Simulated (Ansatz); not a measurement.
Reaction (isomerisation): `FC1=CC(F)(F)C1` → `FC1=C(F)C(F)C1`

Calculated with Ansatz (gas phase, PBE0-D4/def2-TZVP geometries, no zero-point term in ΔE). CCSD(T)/CBS is the MP2 limit (def2-TZVPP, def2-QZVPP) plus CCSD(T) − MP2 in def2-TZVPP, frozen cores. DFT in def2-TZVPP.

```tsv
level	ΔE (kJ/mol)
BLYP-D4	39.0
BHLYP-D4	48.0
ωB97X-V	48.3
PBE0	42.7
HF/def2-TZVPP	53.3
MP2/def2-QZVPP	47.7
SCS-MP2/def2-QZVPP	46.7
MP2/CBS(def2)	48.2
```

Question: What does CCSD(T)/CBS give? (An estimate is asked.)

Answer: The calculation gave: +47.8 kJ/mol. The listed levels differ from it by -8.8, 0.2, 0.5, -5.1, 5.5, -0.1, -1.1, 0.4 kJ/mol.

Largest T1 diagnostic among the species: 0.012.

Leaving LDA and LC-ωPBE aside and taking each functional with its dispersion term where it has one, the values, not all of them listed here, spread over 11.7 kJ/mol, from revPBE-D4 to ωB97M-V. LDA lies +4.2 kJ/mol from PBE without D4. From BLYP to BHLYP (50 % exact exchange), in def2-TZVPP and without D4, ΔE moves by +9.4 kJ/mol. In def2-TZVPP, CCSD(T) changes the Hartree–Fock value by −6.1 kJ/mol (the triples alone add −0.7 kJ/mol) and MP2 by −5.7 kJ/mol.
